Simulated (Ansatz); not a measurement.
Isolated molecules relaxed with PBE0-D4/def2-TZVP in Ansatz; ΔE leaves out vibrations. CBS: MP2 limit from def2 TZ/QZ plus the TZ coupled-cluster correction, frozen cores. Functionals use def2-TZVPP. B3LYP here is the variant with VWN-RPA as its local correlation; programs differ in this. Each species was taken in one conformer, which may not be the lowest.

Reaction (redistribution): `BO[SiH](O)[SiH3]` + `CC(=O)O[SiH3]` → `O[SiH]([SiH3])O[SiH3]` + `BOC(C)=O`

`BO[SiH](O)[SiH3]`:

Cartesian coordinates in Å:
```
B -0.497 2.117 -0.106
O 0.551 1.419 0.370
Si 0.842 -0.215 0.470
O 2.061 -0.617 -0.550
Si -1.015 -1.489 -0.177
H -0.438 3.314 -0.093
H -1.466 1.538 -0.528
H 1.253 -0.431 1.883
H 2.945 -0.302 -0.352
H -0.696 -2.927 0.030
H -2.192 -1.140 0.662
H -1.348 -1.265 -1.608
```

`CC(=O)O[SiH3]`:

```xyz
11

C     0.062    1.149    1.591
C     0.133   -0.009    0.650
O     0.446   -1.133    0.946
O    -0.194    0.319   -0.609
Si   -0.140   -0.936   -1.745
H     0.725    1.944    1.245
H     0.343    0.833    2.592
H    -0.952    1.554    1.594
H    -0.545   -0.255   -2.996
H     1.233   -1.470   -1.870
H    -1.111   -1.997   -1.399
```

`O[SiH]([SiH3])O[SiH3]`:

Z-matrix (Å, degrees):
```
Si
Si 1 2.352
O 1 1.635 2 109.0
O 1 1.642 2 111.0 3 -122.7
H 1 1.481 2 113.1 3 120.4
H 2 1.489 1 111.3 3 -52.7
H 2 1.491 1 110.0 3 67.2
H 2 1.488 1 110.4 3 -173.4
Si 3 1.634 1 148.3 2 -5.5
H 4 0.958 1 118.4 2 51.6
H 9 1.483 3 109.5 1 118.2
H 9 1.488 3 109.9 1 -1.9
H 9 1.484 3 109.2 1 -121.8
```

`BOC(C)=O`:

Cartesian coordinates in Å:
```
B -1.712 0.791 -0.710
O -0.879 0.102 0.122
C 0.348 -0.372 -0.288
C 1.287 -0.488 0.866
O 0.572 -0.672 -1.418
H -2.792 1.039 -0.266
H -1.337 1.139 -1.788
H 1.412 0.488 1.340
H 2.245 -0.871 0.527
H 0.856 -1.155 1.616
```

| level | ΔE (kcal/mol) | difference from CCSD(T)/CBS |
| --- | --- | --- |
| PBE-D4 | 2.6 | 0.6 |
| r2SCAN-D4 | 2.2 | 0.2 |
| PBE0-D4 | 2.2 | 0.2 |
| B3LYP-D4 | 1.6 | -0.4 |
| ωB97X-V | 2.3 | 0.3 |
| PBE | 2.7 | 0.7 |
| PBE0 | 2.3 | 0.3 |
| B3LYP | 1.7 | -0.3 |
| HF/def2-TZVPP | 0.7 | -1.3 |
| MP2/def2-TZVPP | 2.4 | 0.4 |
| SCS-MP2/def2-TZVPP | 1.9 | -0.1 |
| CCSD(T)/def2-TZVPP | 2.2 | 0.2 |
| MP2/def2-QZVPP | 2.2 | 0.2 |
| HF/CBS(def2) | 0.4 | -1.6 |
| MP2/CBS(def2) | 2.2 | 0.2 |
| CCSD/CBS(def2) | 1.7 | -0.3 |
| CCSD(T)/CBS | 2.0 | 0 |

Largest T1 diagnostic among the species: 0.015.

In def2-TZVPP, CCSD(T) changes the Hartree–Fock value by +1.5 kcal/mol (the triples alone add +0.3 kcal/mol) and MP2 by +1.7 kcal/mol.
